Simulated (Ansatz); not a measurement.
Born–Oppenheimer molecular dynamics of CH6BNO (10 atoms, charge 0, multiplicity 1). It starts from a relaxed structure.

Level of theory: RKS BHLYP-D4/6-31G (Ansatz).

```json
{
  "ensemble": "NVT, Langevin thermostat",
  "time step": "0.25 fs",
  "steps asked": "500",
  "set temperature": "300 K",
  "friction": "0.02 /fs",
  "masses": "H 10 u",
  "seed": "629896"
}
```

First frame:

```xyz
10
Properties=species:S:1:pos:R:3
B 0.126 -0.213 -0.010
C -0.006 0.097 1.528
H -0.905 0.681 1.734
H -0.088 -0.823 2.108
H 0.842 0.655 1.917
N 1.228 0.197 -0.770
H 1.288 -0.009 -1.746
H 1.994 0.711 -0.390
O -0.857 -0.921 -0.698
H -1.629 -1.222 -0.217
```

Question: How far do the bonds stretch over the last three quarters of this one trajectory? (Pairs bonded in most of those frames.)

Answer: 
```json
{"bond": "B1–C2", "mean (Å)": "1.574", "spread (Å)": "0.019", "shortest": "1.53", "longest": "1.60"}
{"bond": "B1–N6", "mean (Å)": "1.397", "spread (Å)": "0.020", "shortest": "1.35", "longest": "1.43"}
{"bond": "B1–O9", "mean (Å)": "1.394", "spread (Å)": "0.024", "shortest": "1.36", "longest": "1.46"}
{"bond": "C2–H3", "mean (Å)": "1.091", "spread (Å)": "0.019", "shortest": "1.06", "longest": "1.13"}
{"bond": "C2–H4", "mean (Å)": "1.088", "spread (Å)": "0.019", "shortest": "1.06", "longest": "1.12"}
{"bond": "C2–H5", "mean (Å)": "1.092", "spread (Å)": "0.034", "shortest": "1.03", "longest": "1.16"}
{"bond": "N6–H7", "mean (Å)": "1.001", "spread (Å)": "0.014", "shortest": "0.97", "longest": "1.03"}
{"bond": "N6–H8", "mean (Å)": "0.997", "spread (Å)": "0.028", "shortest": "0.95", "longest": "1.06"}
{"bond": "O9–H10", "mean (Å)": "0.962", "spread (Å)": "0.021", "shortest": "0.92", "longest": "1.00"}
```

Mean temperature of the second half: 246 K. The mean temperature of the second half is 18 % below the set value. A run of 0.12 ps of so small a system gives no equilibrium averages. Limits of this set-up: no polarisation functions.

Time of the run: 15 min on 1 thread of Arm Neoverse V1 (shared host), peak memory 0.1 GiB.
